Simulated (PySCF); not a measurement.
Can point charges reproduce the dipole moment of `FB(F)CB(Cl)Cl`?

Coordinates (PBE0-D3(BJ)/def2-SVP, Å) and charges (e) from the PBE0/pcSseg-1 density (PySCF):

| atom | x | y | z | Mulliken | IAO | Hirshfeld | ESP-fitted |
| --- | --- | --- | --- | --- | --- | --- | --- |
| F1 | 1.688 | 1.525 | -0.611 | -0.2810 | -0.3074 | -0.1340 | -0.2874 |
| B2 | 1.269 | 0.325 | -0.256 | +0.7732 | +0.7579 | +0.3179 | +0.7161 |
| F3 | 1.895 | -0.249 | 0.752 | -0.2821 | -0.3081 | -0.1342 | -0.2839 |
| C4 | 0.064 | -0.369 | -0.969 | -0.6144 | -0.6127 | -0.2284 | -0.4446 |
| B5 | -1.211 | -0.079 | -0.120 | +0.3723 | +0.1780 | +0.1802 | +0.2800 |
| Cl6 | -1.718 | -1.170 | 1.153 | -0.1611 | -0.0447 | -0.0573 | -0.1203 |
| Cl7 | -2.138 | 1.386 | -0.370 | -0.1634 | -0.0472 | -0.0583 | -0.1204 |
| H8 | 0.251 | -1.452 | -1.006 | +0.1790 | +0.1924 | +0.0573 | +0.1303 |
| H9 | -0.045 | 0.056 | -1.977 | +0.1776 | +0.1917 | +0.0564 | +0.1302 |

What dipole does each set of charges give (1 e·Å = 4.803 D), and what does the density give?

The full density gives (0.03, -0.96, -1.46) D, 1.75 D in size; dipole vectors point from the negative to the positive end.

| scheme | μx | μy | μz | size (D) | share of the full size (%) | angle to the full dipole (°) |
| --- | --- | --- | --- | --- | --- | --- |
| Mulliken | 0.70 | -0.95 | -1.65 | 2.03 | 116 | 19 |
| IAO | -0.86 | -1.03 | -1.31 | 1.87 | 107 | 29 |
| Hirshfeld | -0.36 | -0.44 | -0.55 | 0.79 | 45 | 28 |
| ESP-fitted | 0.04 | -0.96 | -1.47 | 1.76 | 101 | 1 |

Which set comes closest?

Length of the difference vector: ESP-fitted 0.02 D, Mulliken 0.70 D, IAO 0.90 D, Hirshfeld 1.12 D. Closest: ESP-fitted. 

What is left for the Hirshfeld atoms' own dipoles?

The Hirshfeld atoms' densities add up to the full density, so μ = Σ q r + Σ (atomic dipoles). The atomic dipoles sum to (0.03, -0.96, -1.46) − (-0.36, -0.44, -0.55) = (0.39, -0.52, -0.91) D, 1.12 D in size.

With the origin at the mean of the coordinates, (0.006, -0.003, -0.378) Å, which are the largest single terms, by size, of the Hirshfeld dipole along the direction of the full one?

C4 -0.76, F3 +0.50, B2 -0.40, F1 +0.40, H8 +0.36 D; all 9 atoms together +0.69 D. The single terms depend on the origin, their sum doesn't.

Give the size of the full dipole in other units.

1.75 D = 0.689 au = 0.364 e·Å = 5.84 × 10⁻³⁰ C·m.

Isolated species at its PBE0-D3(BJ)/def2-SVP geometry (one conformer only).

Shape of the structure used: `[F:1][B:2]([F:3])[CH2:4][B:5]([Cl:6])[Cl:7]`: F1–B2–C4–B5 -96°, B2–C4–B5–Cl6 -91°.
